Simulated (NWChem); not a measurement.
Species: SnHClF$_{2}$; SMILES [Cl][SnH]([F])[F]

def2 effective core potentials on Sn; no spin-orbit coupling.

Task: Give the equilibrium geometry at PBE-D3(BJ)/def2-SVP with def2 effective core potentials on Sn (NWChem) as a list of bonds and angles, with the point group.

Result: point group Cs; any orientation.
Bond lengths (Å): Sn1–F2 1.943, Sn1–F3 1.943, Sn1–Cl4 2.339, Sn1–H5 1.713. Angles (°): F2–Sn1–F3 104.2, F2–Sn1–Cl4 107.1, F2–Sn1–H5 111.1, F3–Sn1–Cl4 107.1, F3–Sn1–H5 111.1, Cl4–Sn1–H5 115.5.
